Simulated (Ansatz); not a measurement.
Input and output for Ag(NH3)Cl (AgNClH3).

```yaml
crystal:
  periodic: [false, false, false]
  atoms:
    - {symbol: Ag, position_ang: [-0.003090, 0.001905, -1.244187]}
    - {symbol: N, position_ang: [0.002266, -0.001369, 0.911055]}
    - {symbol: H, position_ang: [-0.417257, 0.853418, 1.283601]}
    - {symbol: H, position_ang: [0.954166, -0.065476, 1.278784]}
    - {symbol: H, position_ang: [-0.527335, -0.793726, 1.281381]}
    - {symbol: Cl, position_ang: [-0.008751, 0.005247, -3.510643]}
basis:
  gaussian: {orbitals: STO-3G}
hamiltonian: {xc: {name: PBEsol}}
scf: {omitted_lower_state_checks: [starts]}
output: {forces: true}
```

```sh
$ ansatz run in.yaml --threads 4 --pin off --events-out ev --progress --plain --max-ram 3916MiB
```

It prints (some lines left out):

```
Functional definition: PBEsol
540 factors; integrals over basis functions are off by at most 7.9e-4 eV
mean field evaluation 1: about -153890.6112 eV, gradient 1.1e1 eV
mean field evaluation 2: about -153888.2966 eV, gradient 2.7e1 eV
mean field evaluation 4: about -153891.4586 eV, gradient 2.3e0 eV
mean field evaluation 8: about -153891.4597 eV, gradient 4.5e-2 eV
mean field -153891.45967429 eV, -5655.4068316523 hartree, gradient 1.4e-5 eV, S^2 0.000000; 0 other end points of the search recorded, 0 dependent functions left out
reference -153891.45969808 eV, -5655.4068325264 hartree; 37, 37 occupied and 7, 7 virtual orbitals, 540 factors
Total energy: -153891.45969808 eV, -5655.4068325264 hartree
Atom 0 at    -0.003090     0.001905    -1.244187 Å, force    -0.000215    -0.000117    -0.059680 eV/Å
Atom 1 at     0.002266    -0.001369     0.911055 Å, force    -0.011746     0.007304    -4.725102 eV/Å
Atom 2 at    -0.417257     0.853418     1.283601 Å, force    -0.703504     1.433282     0.608652 eV/Å
Atom 3 at     0.954166    -0.065476     1.278784 Å, force     1.596144    -0.107494     0.600634 eV/Å
Atom 4 at    -0.527335    -0.793726     1.281381 Å, force    -0.888103    -1.328629     0.604956 eV/Å
Atom 5 at    -0.008751     0.005247    -3.510643 Å, force     0.007425    -0.004346     2.970541 eV/Å
Dipole moment:     0.004652    -0.002807     1.867389 e Å
Checks for a lower state left out: starts
```

It took 0.65 s on 4 threads of Arm Neoverse V1 on a shared host.
